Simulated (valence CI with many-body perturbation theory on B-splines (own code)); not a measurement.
Values are calculated unless marked as measured or tabulated.
**Energy levels of Zn8+**

Method: relativistic CI+MBPT: four valence electrons over a frozen Dirac-Fock core [Ar], radial functions for each j: 7 s, 7 p, 8 d, 6 f, 4 g, 1 h, with the one-electron correlation potential Σ1 (screened to all orders), the two-electron term Σ2, the three-electron term Σ3, Breit, model QED; selected single and double excitations, second order for the rest, scaled by the run's own slope (own B-spline code, finite nucleus).

No measured levels were compared; by estimate terms of the open shell hold to 2 to 4 % of their energy, and close levels can change places; different configurations can be misplaced against each other by 1,000 to 8,000 cm⁻¹. Only levels of the ground parity were solved; by the run's estimate the other parity begins above the list, which can be wrong where configurations are misplaced.

Levels 1 to 31 of 31, with energies above the lowest level, 3d4 5D_0. "Leading %" is the weight of the configuration and term that name the level; weights of strongly mixed levels are sums over their largest components and can fall short, so below about 35 % the name and the second component can differ from the true leading terms, or belong to a minority configuration. In the jj column 3d3/2^4 stands for four electrons in 3d with j = 3/2.

```csv
No.,Configuration,Term,J,E (cm⁻¹),Leading %,Second component,Leading jj,g
1,3d4,5D,0,0.0,99,,3d3/2^2 3d5/2^2 (64 %),
2,3d4,5D,1,503,99,,3d3/2^3 3d5/2 (56 %),1.500
3,3d4,5D,2,1412,99,,3d3/2^2 3d5/2^2 (67 %),1.500
4,3d4,5D,3,2612,100,,3d3/2^2 3d5/2^2 (47 %),1.499
5,3d4,5D,4,4030,99,,3d3/2 3d5/2^3 (44 %),1.498
6,3d4,3P,0,35726,96,,3d3/2^4 (60 %),
7,3d4,3H,4,36758,91,5 % 3d4 3G,3d3/2^3 3d5/2 (48 %),0.825
8,3d4,3H,5,37892,95,4 % 3d4 3G,3d3/2^2 3d5/2^2 (82 %),1.040
9,3d4,3P,1,38744,98,,3d3/2^3 3d5/2 (40 %),1.494
10,3d4,3H,6,38887,98,,3d3/2^2 3d5/2^2 (52 %),1.164
11,3d4,3F,3,41161,80,20 % 3d4 3G,3d3/2^2 3d5/2^2 (56 %),1.017
12,3d4,3F,2,41294,99,,3d3/2^2 3d5/2^2 (53 %),0.669
13,3d4,3F,4,41673,81,11 % 3d4 3G,3d3/2^2 3d5/2^2 (35 %),1.200
14,3d4,3P,2,43123,98,,3d3/2 3d5/2^3 (41 %),1.493
15,3d4,3G,3,45824,80,20 % 3d4 3F,3d3/2 3d5/2^3 (56 %),0.816
16,3d4,3G,4,46621,82,12 % 3d4 3F,3d3/2^2 3d5/2^2 (66 %),1.067
17,3d4,3G,5,47425,95,4 % 3d4 3H,3d3/2 3d5/2^3 (82 %),1.192
18,3d4,1I,6,56282,98,,3d3/2 3d5/2^3 (52 %),1.001
19,3d4,3D,3,56436,99,,3d3/2 3d5/2^3 (48 %),1.331
20,3d4,3D,2,56859,95,,3d3/2^2 3d5/2^2 (31 %),1.166
21,3d4,1G,4,57302,92,4 % 3d4 3F,3d5/2^4 (37 %),1.007
22,3d4,3D,1,57467,99,,3d3/2 3d5/2^3 (55 %),0.505
23,3d4,1S,0,62975,97,,3d3/2 3d5/2^3 (55 %),
24,3d4,1D,2,71559,96,,3d3/2^2 3d5/2^2 (36 %),1.003
25,3d4,1F,3,80372,97,,3d3/2 3d5/2^3 (56 %),1.002
26,3d4,3P,2,94255,99,,3d3/2^2 3d5/2^2 (58 %),1.496
27,3d4,3F,4,95286,99,,3d3/2^2 3d5/2^2 (73 %),1.247
28,3d4,3F,2,95657,99,,3d3/2^2 3d5/2^2 (58 %),0.668
29,3d4,3F,3,95910,97,,3d3/2 3d5/2^3 (77 %),1.081
30,3d4,3P,1,97407,100,,3d3/2 3d5/2^3 (85 %),1.499
31,3d4,3P,0,98952,99,,3d5/2^4 (56 %),
```

The ionisation energy to 3d3 4F_3/2 of the next ion comes out as 203.34 eV (NIST: 203 ± 2 eV (semi-empirical)). All 31 levels together are meant to be complete up to 102930 cm⁻¹.
